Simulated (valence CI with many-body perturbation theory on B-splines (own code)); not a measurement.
The numbers below are computed, except where a source is named.
# Hyperfine factors and g values of Tl X

Level of theory: valence CI with perturbative core correlation (CI+MBPT): four valence electrons over a frozen Dirac-Fock core [Xe] 4f14, radial functions for each j: 9 s, 9 p, 10 d, 8 f, 5 g, 3 h, 1 i, with the one-electron correlation potential Σ1 (screened to all orders), the two-electron term Σ2, the three-electron term Σ3, Breit, model QED; selected single and double excitations, second order for the rest, scaled by the run's own slope (own B-spline code, finite nucleus).

No measured spectrum was set against this ion. As an estimate, terms of the open shell hold to 2 to 4 % of their energy, and close levels can change places. Core correlation moves these levels by up to 17000 cm⁻¹, and in measured spectra 5 to 20 % of such shifts remained as error; rates that hang on mixing are uncertain with them. Only levels of the ground parity were solved; by the run's estimate the other parity begins above the list, which can be wrong where configurations are misplaced.

A/g_I is the dipole constant over the nuclear g factor μ/I (μ in nuclear magnetons, uniformly magnetised nucleus), B/Q the quadrupole constant per barn. Both hold the static response of the core; the bare values leave it out. Large factors of s and p1/2 electrons are usually good to 5 to 10 %; those of open d and f shells near neutrality can be off by tens of per cent, and small factors of p3/2, d and f electrons come from cancelling terms and can be off by a factor of two or in sign, in half-filled shells by more. B is blank for J = 1/2, where it vanishes, and for nearly pure S terms. Energies count from the lowest level. Levels with J = 0 are left out.

Levels are named by their leading jj configuration (3d3/2^4 stands for four electrons in 3d with j = 3/2), which in mixed levels can hold well under half, so a name can repeat and another be missing. Letters in brackets count levels of one name in rising energy.

| Level | E (cm⁻¹) | g | A/g_I (MHz) | A/g_I bare | B/Q (MHz/b) | B/Q bare |
| --- | --- | --- | --- | --- | --- | --- |
| (5d3/2^3 5d5/2) J=1 | 14676 | 1.499 | -1540 | -213 | 1020 | 885 |
| (5d3/2^3 5d5/2) J=2 | 24162 | 1.420 | -435 | 892 | 1310 | 1120 |
| (5d3/2^3 5d5/2) J=3 | 29543 | 1.354 | 337 | 1590 | 206 | 86.8 |
| (5d3/2^3 5d5/2) J=4 | 29622 | 1.190 | 1450 | 2240 | -986 | -1030 |
| (5d3/2^2 5d5/2^2) J=4 [a] | 44492 | 1.124 | 1530 | 1990 | -834 | -815 |
| (5d3/2^2 5d5/2^2) J=3 [a] | 48619 | 0.976 | 2200 | 2140 | 655 | 590 |
| (5d3/2^2 5d5/2^2) J=2 [a] | 49227 | 0.960 | 1950 | 1700 | 1950 | 1780 |
| (5d3/2^2 5d5/2^2) J=5 | 52760 | 1.079 | 1870 | 2220 | 2320 | 2010 |
| (5d3/2^2 5d5/2^2) J=1 | 54697 | 1.270 | 1040 | 2100 | -4.45 | -38.1 |
| (5d3/2^2 5d5/2^2) J=6 | 56566 | 1.101 | 1860 | 2330 | 2610 | 2240 |
| (5d3/2^2 5d5/2^2) J=4 [b] | 61101 | 1.029 | 2300 | 2540 | -1150 | -978 |
| (5d3/2^2 5d5/2^2) J=2 [b] | 62194 | 1.160 | 1420 | 2030 | 622 | 526 |
| (5d3/2^2 5d5/2^2) J=3 [b] | 62897 | 1.162 | 1640 | 2350 | 1040 | 911 |
| (5d3/2 5d5/2^3) J=4 [a] | 69464 | 1.192 | 1000 | 1640 | 492 | 443 |
| (5d3/2^2 5d5/2^2) J=2 [c] | 74927 | 1.058 | 2530 | 3010 | 166 | 97.5 |
| (5d3/2 5d5/2^3) J=3 [a] | 74990 | 1.105 | 1250 | 1520 | 321 | 359 |
| (5d3/2 5d5/2^3) J=5 | 79855 | 1.153 | 1360 | 1910 | -1660 | -1490 |
| (5d3/2 5d5/2^3) J=1 [a] | 80799 | 0.763 | 3470 | 2710 | 909 | 765 |
| (5d3/2 5d5/2^3) J=6 | 81921 | 1.065 | 1930 | 2220 | 3530 | 3180 |
| (5d3/2^2 5d5/2^2) J=4 [c] | 84719 | 1.117 | 1420 | 1810 | 2400 | 2090 |
| (5d3/2^2 5d5/2^2) J=2 [d] | 87464 | 1.328 | 477 | 1640 | -433 | -416 |
| (5d3/2 5d5/2^3) J=3 [b] | 92847 | 1.082 | 1780 | 2120 | 1850 | 1760 |
| (5d3/2^2 5d5/2^2) J=2 [e] | 93884 | 1.015 | 2310 | 2480 | 1750 | 1550 |
| (5d3/2 5d5/2^3) J=3 [c] | 107220 | 1.067 | 2040 | 2370 | 3390 | 2960 |
| (5d3/2 5d5/2^3) J=1 [b] | 107710 | 1.468 | -1080 | 303 | -1370 | -1170 |
| (5d5/2^4) J=4 | 108380 | 1.068 | 1730 | 1980 | 731 | 742 |
| (5d5/2^4) J=2 | 109830 | 1.050 | 2090 | 2340 | 60.1 | 101 |
| (5d3/2 5d5/2^3) J=4 [b] | 113220 | 1.126 | 1580 | 2070 | -142 | -119 |
| (5d3/2 5d5/2^3) J=2 | 131760 | 1.003 | 2010 | 2020 | -2240 | -2030 |
| (5d3/2^3 6s) J=1 | 281020 | 0.152 | -19800 | -19000 | -1080 | -966 |
| (5d3/2^3 6s) J=2 | 285640 | 1.029 | 23100 | 21200 | -2090 | -1890 |
| (5d3/2^2 5d5/2 6s) J=3 [a] | 299480 | 1.237 | 14700 | 14000 | -1120 | -1060 |
| (5d3/2^2 5d5/2 6s) J=2 [a] | 304560 | 1.099 | 322 | 836 | -733 | -697 |
| (5d3/2^2 5d5/2 6s) J=4 [a] | 308160 | 1.263 | 11500 | 11300 | -9.47 | -120 |
| (5d3/2^2 5d5/2 6s) J=1 [a] | 310550 | 1.962 | 16100 | 16500 | 511 | 414 |

Question: Take the isotope of mass number 203, with I = 1/2, μ = 1.616 μN. What is the hyperfine structure of (5d3/2^2 5d5/2^2) J=5?

Answer: From the table A = 6060 MHz. Shifts from the centre of gravity in MHz: F = 9/2: -18200, F = 11/2: 15200.
